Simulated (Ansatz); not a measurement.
Basis-set extrapolation for C3H9BOS (`CC(C)OBS`) (PBE0-D4/def2-TZVP geometry, frozen core, Ansatz). Multiplicity 1, RHF reference.

|  | def2-TZVPP | def2-QZVPP |
| --- | --- | --- |
| HF | -616.100998 | -616.122577 |
| MP2 correlation | -1.038051 | -1.111813 |
| CCSD(T) correlation | -1.143592 | not run |

Energies in hartree. Use E(X) = E(∞) + A·exp(−7.88·√X) for Hartree–Fock and E(X) = E(∞) + B·X^(−2.97) for correlation, with X = 3 and 4, and add CCSD(T) minus MP2 of the smaller set to the MP2 limit.

What is the CCSD(T) energy at the basis-set limit?

HF limit: -616.122577 + (-0.021579) × 0.13774 = -616.12555. MP2 limit: -1.111813 + (-0.073762) × 0.74074 = -1.16645. Higher-order term: -1.143592 − (-1.038051) = -0.10554. Total: -617.39754 hartree, 401.6 kJ/mol below CCSD(T)/def2-TZVPP.
